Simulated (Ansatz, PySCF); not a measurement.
This PySCF input computes a CAM-B3LYP/def2-TZVPD energy:

```python
from pyscf import gto, scf, dft

mol = gto.M(
    atom='''
    Bi    0.00166892    0.00094253    0.19241609
    F    -1.45671306   -1.09899799   -0.57354187
    F    -0.22861908    1.80233288   -0.59840566
    F     1.66994099   -0.71202713   -0.60255645
    ''',
    basis='def2-tzvpd',
    ecp='def2-tzvp',
    charge=1,
    spin=1,
    verbose=4,
)

mf = dft.UKS(mol, xc='camb3lyp').density_fit(auxbasis='def2-universal-jkfit')
mf.grids.level = 3
mf.conv_tol = 1e-9
mf.max_cycle = 100
mf.max_memory = 1500
mf.kernel()
if not mf.converged:
    mf = mf.newton()
    mf.kernel(mf.make_rdm1())
for _ in range(2):
    mo, _, stable, _ = mf.stability(return_status=True)
    if stable:
        break
    mf.kernel(mf.make_rdm1(mo, mf.mo_occ))
mf.analyze()
```

Question: Write an input for the same energy in Ansatz (a program for electronic structure) and say what it gives.

Answer: 
Ansatz 0.2 input:
```yaml
crystal:
  periodic: [false, false, false]
  atoms:
    - {symbol: Bi, position_ang: [0.00166892, 0.00094253, 0.19241609]}
    - {symbol: F, position_ang: [-1.45671306, -1.09899799, -0.57354187]}
    - {symbol: F, position_ang: [-0.22861908, 1.80233288, -0.59840566]}
    - {symbol: F, position_ang: [1.66994099, -0.71202713, -0.60255645]}
basis:
  gaussian:
    orbitals: def2-TZVPD
hamiltonian:
  xc: {name: CAM-B3LYP}
total_charge: 1
magnetization: {spin_polarized: true, initial_magnetization: 1}
output: {forces: true}
```
It gives -513.84871 Eh, and PySCF -513.84875 Eh, a difference of 0.04 mEh, from the treatment of integrals and grids.
